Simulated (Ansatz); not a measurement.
Basis-set extrapolation for CH9BSi3 (`C[SiH2][SiH]1B[SiH2]1`) (PBE0-D4/def2-TZVP geometry, frozen core, the Gaussian-basis code of Ansatz). Multiplicity 1, RHF reference.

```tsv
	def2-TZVPP	def2-QZVPP
HF	-934.558963	-934.587938
MP2 correlation	-0.658048	-0.701839
CCSD(T) correlation	-0.765094	not run
```

Energies in hartree. Use E(X) = E(∞) + A·exp(−7.88·√X) for Hartree–Fock and E(X) = E(∞) + B·X^(−2.97) for correlation, with X = 3 and 4, and add CCSD(T) minus MP2 of the smaller set to the MP2 limit.

Task: What is the CCSD(T) energy at the basis-set limit?

Result: HF limit: -934.587938 + (-0.028975) × 0.13774 = -934.59193. MP2 limit: -0.701839 + (-0.043791) × 0.74074 = -0.73428. Higher-order term: -0.765094 − (-0.658048) = -0.10705. Total: -935.43326 hartree, 68.5 kcal/mol below CCSD(T)/def2-TZVPP.
